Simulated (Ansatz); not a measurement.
`[SH][Ge][SH]`. The species carries charge 0 and has multiplicity 1. The geometry is a stationary point of PBE0-D4/def2-TZVP. It is one conformer, not always the lowest.

```xyz
5

S     0.167   -1.476    1.380
Ge   -1.164   -0.501   -0.137
S     0.289    1.068   -0.795
H     1.259   -0.704    1.244
H    -0.551    1.613   -1.692
```

Question: What is the dipole moment at r2SCAN/def2-TZVPP? (An estimate is asked.)

Answer: Computed: 1.21 D, with components (-0.59, 0.64, -0.85) D in this frame, pointing from negative to positive charge.

Question: And with PBE, B3LYP, ωB97M-V? (An estimate is asked.)

Answer: The calculation gave: PBE 1.20 D, B3LYP 1.30 D, ωB97M-V 1.35 D.

Question: Give the Mulliken charges with r2SCAN, ωB97M-V, B3LYP in def2-TZVPP. (Best estimate.)

Answer: Computed: 
| atom | r2SCAN | ωB97M-V | B3LYP |
| --- | --- | --- | --- |
| S1 | -0.30 | -0.29 | -0.30 |
| Ge2 | 0.37 | 0.33 | 0.36 |
| S3 | -0.30 | -0.29 | -0.29 |
| H4 | 0.12 | 0.13 | 0.12 |
| H5 | 0.11 | 0.12 | 0.11 |

B3LYP here is the variant with VWN-RPA as its local correlation; programs differ in this.
